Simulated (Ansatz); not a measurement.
The first iterations of a band of C₂H₄BCl (8 atoms, charge 0, multiplicity 1).

Theory: RKS PBE0-D4/def2-mTZVP (Ansatz 0.2.0).

- movable images: 6
- climbing image: no
- spring: 5.0 eV/Å²
- optimiser: quadratic models (default)
- start path: through a guess of the saddle point
- force threshold: 0.05 eV/Å
- iteration limit: 60
- end points: relaxed

Image 0:

```xyz
8
Properties=species:S:1:pos:R:3
B -0.571 1.091 -1.118
C 0.142 0.029 -0.596
C 0.284 -0.368 0.824
Cl -0.527 -1.969 1.180
H -1.158 1.992 -1.588
H 0.671 -0.600 -1.315
H -0.165 0.345 1.510
H 1.325 -0.520 1.103
```

Image 7:

```xyz
8
Properties=species:S:1:pos:R:3
B -1.553 0.434 -1.095
C -0.057 0.312 -0.701
C 0.209 -0.162 0.716
Cl -0.379 -1.852 0.948
H 0.368 1.322 -0.838
H 0.448 -0.338 -1.431
H -0.308 0.452 1.452
H 1.271 -0.168 0.950
```

| iteration | highest image above the first end (eV) | largest band force component (eV/Å) |
| --- | --- | --- |
| 1 | 7.005 | 28.527 |
| 2 | 3.382 | 8.264 |
| 3 | 2.916 | 4.466 |
| 4 | 2.592 | 1.571 |
| 5 | 2.318 | 0.789 |

Problem. Does the band converge within its limit, and where does its top end?

Solution. The forces met the threshold. It ended after 15 iterations with the highest image 2.266 eV above the first end. No image climbed, so the highest image needn't sit at the top of the path. The orbitals stay closed-shell, which can raise the energy where a bond breaks towards radicals; this wasn't checked here.

The run took 100 s on 2 threads of Intel(R) Xeon(R) 6975P-C (Granite Rapids), on a shared host, peak memory 0.19 GiB.
